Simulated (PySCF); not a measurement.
Magnetisability: `FC(OC(C(=C)C)=O)(F)F`, C5H5F3O2

Geometry (Å), atoms numbered from 1 in this order:
```xyz
15

C    -1.974    1.283   -0.182
C    -1.081    0.294   -0.159
C    -1.413   -1.141    0.082
C     0.328    0.657   -0.391
O     0.775    1.731   -0.643
O     1.156   -0.474   -0.273
C     2.472   -0.325   -0.454
F     3.050   -1.511   -0.276
F     3.039    0.518    0.408
F     2.797    0.088   -1.679
H    -1.666    2.299   -0.366
H    -3.023    1.105   -0.018
H    -2.482   -1.263    0.222
H    -1.091   -1.748   -0.762
H    -0.891   -1.507    0.964
```

Method: GIAO CAM-B3LYP/pcSseg-1 magnetisability, rotational g tensor and spin-rotation constants, non-relativistic, gas phase in PySCF. Geometry: GFN2-xTB.

Task: What are the magnetisability and the molar susceptibility?

Result: Isotropic -1182 × 10⁻³⁰ J/T², or -71.2 × 10⁻⁶ cm³/mol; principal values -1362, -1116, -1069 × 10⁻³⁰ J/T², anisotropy 273 × 10⁻³⁰ J/T² (root of half the summed squared differences of the principal values). The susceptibility is in cgs units.

Task: Split it along the inertial axes a, b, c into diamagnetic and paramagnetic parts about the centre of mass, with the quadrupole moment.

Result: 
```tsv
axis	χ (10⁻⁶ cm³/mol)	diamagnetic (10⁻⁶ cm³/mol)	paramagnetic (10⁻⁶ cm³/mol)	summed x² of all electrons (Å²)	quadrupole Θ (D Å)
a	-64.8	-530.6	465.8	297.4	+9.03
b	-66.8	-1406.3	1339.5	91.0	-6.15
c	-82.0	-1647.8	1565.8	34.1	-2.88
```
Anisotropies 2χaa − χbb − χcc = +19.2 and 2χbb − χaa − χcc = +13.3 × 10⁻⁶ cm³/mol. Θ is traceless in Buckingham's convention.

Task: And the rotational g tensor?

Result: 
| axis | rotational constant (GHz) | g | nuclear part | electronic part |
| --- | --- | --- | --- | --- |
| a | 2.6690 | -0.0467 | 0.5373 | -0.5841 |
| b | 0.8626 | -0.0107 | 0.5322 | -0.5429 |
| c | 0.7382 | -0.0045 | 0.5385 | -0.5430 |

Asymmetric top; isotopes 12C, 19F, 1H, 16O; no vibrational averaging.
